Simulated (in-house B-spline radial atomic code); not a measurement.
Checks on a self-consistent run for Cd VII (Cd6+), [Ar] 3d10 4s2 (4p1/2)2 (4p3/2)3 (4d3/2)3 (4d5/2)3 7s1. Method: Dirac-Hartree-Fock, average of the jj configuration, Fermi nucleus of rms radius 4.6087 fm. Calculated with a B-spline radial code for spherical atoms.

| orbital | q | ε (Eh) | <1/r> | <r²> | small-component weight |
| --- | --- | --- | --- | --- | --- |
| 1s1/2 | 2 | -991.78180 | 50.6424 | 0.00124917 | 0.030979 |
| 2s1/2 | 2 | -154.20942 | 11.7179 | 0.0203104 | 0.0065372 |
| 2p1/2 | 2 | -143.44477 | 11.6607 | 0.0152256 | 0.0065164 |
| 2p3/2 | 4 | -136.31477 | 10.9307 | 0.0165337 | 0.0062457 |
| 3s1/2 | 2 | -33.64458 | 4.13188 | 0.144736 | 0.0018735 |
| 3p1/2 | 2 | -29.29003 | 4.03037 | 0.140354 | 0.0018105 |
| 3p3/2 | 4 | -27.95693 | 3.85064 | 0.149245 | 0.0017358 |
| 3d3/2 | 4 | -20.34246 | 3.68082 | 0.130238 | 0.0016108 |
| 3d5/2 | 6 | -20.05384 | 3.63359 | 0.132853 | 0.0015881 |
| 4s1/2 | 2 | -8.67128 | 1.61147 | 0.822834 | 0.00049237 |
| 4p1/2 | 2 | -7.21819 | 1.5113 | 0.913652 | 0.00044563 |
| 4p3/2 | 3 | -6.92153 | 1.46715 | 0.95845 | 0.0004327 |
| 4d3/2 | 3 | -4.56926 | 1.25553 | 1.2494 | 0.00033287 |
| 4d5/2 | 3 | -4.48508 | 1.23873 | 1.27904 | 0.0003258 |
| 7s1/2 | 1 | -0.98132 | 0.251789 | 32.3577 | 3.4951e-05 |

Electron-electron repulsion V_ee = 1933.9436 hartree.

Problem. What total energy follows from the eigenvalues?

Solution. The eigenvalues count the repulsion twice, so E = Σqε - V_ee = -3644.209 - 1933.944 = -5578.152 hartree; the run printed -5578.152.

Problem. Does the Dirac virial theorem hold?

Solution. For a point nucleus E = -2c²Σq·w, with w the small-component weight. Here Σq·w = 0.14852 and c = 137.0360, so the ratio E/(-2c²Σq·w) is 1.000042; the finite nucleus accounts for the departure from 1.

Problem. What diamagnetic shielding (Lamb formula) and susceptibility (Langevin formula) do the radii give?

Solution. σ = (α²/3)Σq<1/r> = 278.398/(3·137.036²) = 4941.7 ppm, and χ = -0.79199×10⁻⁶·Σq<r²> = -38.74×10⁻⁶ cm³/mol with Σq<r²> = 48.916 bohr². Both are non-relativistic formulas without the paramagnetism of open shells.
